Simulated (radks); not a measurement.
Task: The table gives one normalised radial function P(r) = r R(r) of Os75+ in 1s1 (r in bohr). All-electron calculation, scalar-relativistic Kohn-Sham, PBE, spin-unpolarised, spherical densities, point nucleus; without spin polarisation the odd electron is poorly described. Program: a radial shooting solver on a logarithmic mesh with Libxc functionals.

| r | P |
|---|---|
| 0.001277 | 0.0332 |
| 0.001535 | 0.0451 |
| 0.00186 | 0.0621 |
| 0.002236 | 0.0842 |
| 0.002688 | 0.1141 |
| 0.003256 | 0.1565 |
| 0.003914 | 0.2114 |
| 0.004743 | 0.2882 |
| 0.005701 | 0.3864 |
| 0.006853 | 0.5152 |
| 0.008303 | 0.6905 |
| 0.009981 | 0.9057 |
| 0.01209 | 1.1876 |
| 0.01454 | 1.5177 |
| 0.01747 | 1.9059 |
| 0.02117 | 2.3623 |
| 0.02545 | 2.8251 |
| 0.03083 | 3.2903 |
| 0.03706 | 3.6590 |
| 0.04455 | 3.8806 |
| 0.05398 | 3.8812 |
| 0.06489 | 3.6162 |
| 0.07862 | 3.0715 |
| 0.0945 | 2.3687 |
| 0.1136 | 1.6169 |
| 0.1376 | 0.9280 |
| 0.1654 | 0.4547 |
| 0.2005 | 0.1719 |
| 0.241 | 0.0520 |

Which n and l does it have? It may be an empty orbital.

Result: n = 2, l = 1: the number of nodes gives n - l - 1 = 0, the rise at small r (about r^(l+1), flatter next to the nucleus through relativity) gives l, and the extent must fit the shell. The curve is that of 2p. 2p (empty): eigenvalue -20157 eV, 0 radial nodes, <r> = 0.0623 bohr, 90 % of the charge inside 0.101 bohr.
